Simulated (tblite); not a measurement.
Species: C7H11 (doublet state).
Cartesian coordinates in Å at the GFN2-xTB level; atoms count from 1:
```
atom  x, y, z in Å
C1    -1.6256    0.8849   -0.6073
C2    -0.6211   -0.0578    0.0307
C3     0.7121   -0.0516   -0.6630
C4     1.9440   -0.5073    0.0575
C5     1.7544    0.9464   -0.2486
C6    -0.6884   -0.3049    1.4724
C7    -1.1027   -1.3967    0.5917
H8    -2.5824    0.8313   -0.0931
H9    -1.7773    0.6168   -1.6525
H10   -1.2640    1.9109   -0.5667
H11    0.6480   -0.2808   -1.7215
H12    1.8354   -0.8185    1.0857
H13    2.6887   -1.0607   -0.4940
H14    1.5186    1.6018    0.5755
H15    2.3672    1.4036   -1.0108
H16   -1.2297    0.2007    2.2444
H17   -2.1509   -1.6750    0.5377
H18   -0.4352   -2.2367    0.4503
```

Level: GFN2-xTB in tblite, geometry and Hessian alike; calculated harmonic values, unscaled, isolated species. The method is semi-empirical: single wavenumbers can be off by several per cent or more. One conformer, not necessarily the lowest. Open shells enter through the occupations alone, without spin polarisation, and single modes of such species can be off by tens of per cent.

Harmonic wavenumbers (cm⁻¹): 68.3, 147.1, 192.6, 205.1, 295.0, 329.9, 443.3, 480.5, 628.2, 696.1, 804.2, 851.8, 862.4, 885.9, 901.2, 945.3, 989.8, 1019.4, 1027.6, 1029.9, 1056.1, 1071.0, 1079.2, 1086.8, 1103.6, 1156.5, 1163.4, 1210.8, 1253.5, 1376.1, 1394.8, 1399.8, 1430.1, 1459.6, 1484.1, 1490.0, 1495.0, 2994.2, 3002.7, 3020.9, 3023.3, 3035.0, 3044.6, 3084.1, 3085.8, 3092.6, 3109.3, 3142.6.

A = 4363, B = 2312, C = 1860 MHz; mass 95.086 u (most abundant isotopes); point group C1, symmetry number 1; spin multiplicity 2.

What is the zero-point energy?

Half the sum of the wavenumbers: 34075 cm⁻¹ = 97.42 kcal/mol.

What is S at 298.15 K and 1 bar for an ideal gas of classical rigid rotors and harmonic oscillators?

Translation 39.59, rotation 27.24, vibration 18.07, spin (R ln 2) 1.38: S = 86.3 cal/(mol K).

And Cp and H(298.15 K) − H(0)?

Cp = 31.02 cal/(mol K), of which vibrations give 23.07 (their classical limit is 48 R = 95.4); H(298.15 K) − H(0) = 5.45 kcal/mol without the zero-point energy, 3.08 from vibrations.

Blend soft modes into free rotors: weight 1/[1 + (100 cm⁻¹/ν̃)⁴] for the oscillator and the rest for a rotor with moment μB/(μ + B), μ = h/(8π²ν), B = 10⁻⁴⁴ kg m². What vibrational entropy results?

17.25 cal/(mol K) in place of 18.07, which changes −T·S at 298.15 K by +0.25 kcal/mol.

What must be added to the electronic energy to get the Gibbs energy at 298.15 K and 1 bar?

ZPE + [H(298.15 K) − H(0)] − T·S = 97.42 + 5.45 − 25.72 = 77.15 kcal/mol.

Hindered rotation and anharmonicity are outside this model. Other conformers, if any are populated, would add a mixing term that is left out. The structure is chiral; the term R ln 2 for an equal mix with its mirror image is left out.
